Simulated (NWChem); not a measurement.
System meant: CHCuO₂; SMILES [Cu]([OH])<-[C-]#[O+]

The following NWChem deck was run.

```
start job
memory heap 200 mb stack 900 mb global 1100 mb
geometry units angstroms noautosym nocenter noautoz
  Cu    -0.006232    -0.328207     0.000000
  O      0.093977    -2.056191     0.000000
  H     -0.707097    -2.596296     0.000000
  O     -0.003873     2.536558     0.000000
  C      0.007026     1.390775     0.000000
end
basis spherical
  * library 6-31g*
end
dft
  xc m06-l
  iterations 150
end
property
  shielding
end
task dft property
```

End of the output:

```
 Vector   29  Occ=0.000000D+00  E= 1.916845D-02
              MO Center= -5.7D-01, -1.0D+00,  1.9D-07, r^2= 4.6D+00
   Bfn.  Coefficient  Atom+Function         Bfn.  Coefficient  Atom+Function
  ----- ------------  ---------------      ----- ------------  ---------------
    14      0.966241  1 Cu s                 70     -0.510340  5 C  s
    40     -0.439421  2 O  s                 16     -0.343225  1 Cu py
    22     -0.248243  1 Cu d  2              15     -0.214710  1 Cu px
    50      0.167253  3 H  s                 36     -0.147581  2 O  s
    37      0.142741  2 O  px                20     -0.139323  1 Cu d  0

 center of mass
 --------------
 x =   0.00736629 y =   0.01929716 z =   0.00000000

 moments of inertia (a.u.)
 ------------------
         740.319451722396           4.128254974543           0.000000000000
           4.128254974543           2.309753097880           0.000000000000
           0.000000000000           0.000000000000         742.629204820276

     Multipole analysis of the density
     ---------------------------------

     L   x y z        total         alpha         beta         nuclear
     -   - - -        -----         -----         ----         -------
     0   0 0 0     -0.000000    -26.000000    -26.000000     52.000000

     1   1 0 0     -0.436338     -0.100215     -0.100215     -0.235908
     1   0 1 0      0.317397      0.089452      0.089452      0.138492
     1   0 0 1     -0.000000     -0.000000     -0.000000      0.000000

     2   2 0 0    -20.402410    -11.222855    -11.222855      2.043299
     2   1 1 0      3.098767      0.961392      0.961392      1.175983
     2   1 0 1     -0.000000     -0.000000     -0.000000      0.000000
     2   0 2 0    -25.277086   -203.273637   -203.273637    381.270188
     2   0 1 1      0.000000      0.000000      0.000000      0.000000
     2   0 0 2    -21.721451    -10.860725    -10.860725      0.000000

          -----------------------------------------
          Chemical Shielding Tensors (GIAO, in ppm)
          -----------------------------------------

 ------------------------------------------------------------------------
  xm06: d2 not coded                    0
 ------------------------------------------------------------------------
 ------------------------------------------------------------------------
  current input line :
    20: task dft property
 ------------------------------------------------------------------------
 ------------------------------------------------------------------------
 This error has not yet been assigned to a category
 ------------------------------------------------------------------------
 For more information see the NWChem manual at https://nwchemgit.github.io

0: xm06: d2 not coded:Received an Error in Communication
```

Task: Find the fault in this run and fix the input.

Result: The program stopped with an error. Cause: this functional's second derivatives, which shieldings need, aren't coded here; the fix takes a hybrid GGA instead. This input runs:
```
start job
memory heap 200 mb stack 900 mb global 1100 mb
geometry units angstroms noautosym nocenter noautoz
  Cu    -0.006232    -0.328207     0.000000
  O      0.093977    -2.056191     0.000000
  H     -0.707097    -2.596296     0.000000
  O     -0.003873     2.536558     0.000000
  C      0.007026     1.390775     0.000000
end
basis spherical
  * library 6-31g*
end
dft
  xc pbe0
  iterations 150
end
property
  shielding
end
task dft property
```
It converges to -1828.94745 Ha (PBE0/6-31G* (spherical d), GIAO).
